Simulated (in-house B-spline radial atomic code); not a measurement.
A fraction x of an electron is added to 4p in As, starting from [Ar] 3d10 4s2 4p3 and keeping the highest spin. All numbers are computed (scalar-relativistic (X2C) AM05, spin-polarised, spherical fractional occupations; Fermi nucleus of rms radius 4.0968 fm) with a B-spline radial code for spherical atoms, not measured.

| x | E(x) - E(0) (eV) | 4p down level (eV) |
| --- | --- | --- |
| 0 | 0.0000 | - |
| 0.1 | -0.3278 | -2.965 |
| 0.2 | ? | ? |
| 0.3 | -0.7985 | -1.753 |
| 0.4 | -0.9446 | -1.172 |
| 0.5 | ? | ? |
| 0.6 | -1.0677 | -0.075 |

**Question.** What belongs in the row x = 0.2?

**Answer.** An energy change of -0.5935 eV; 4p down at -2.351 eV.

**Question.** What belongs in the row x = 0.5?

**Answer.** An energy change of -1.0336 eV; 4p down at -0.612 eV.

**Question.** Check Janak's theorem between x = 0.3 and 0.4.

**Answer.** The slope of the energy is -1.46 eV; the orbital levels give -1.46 eV (ε of the filling orbital, averaged over the two points).

**Question.** Up to what added charge does this functional bind the extra electron?

**Answer.** The highest level rises by about 5.4 eV per electron near x = 0.6 and would reach zero near x = 0.61, so a whole extra electron isn't bound at the basis-set limit.
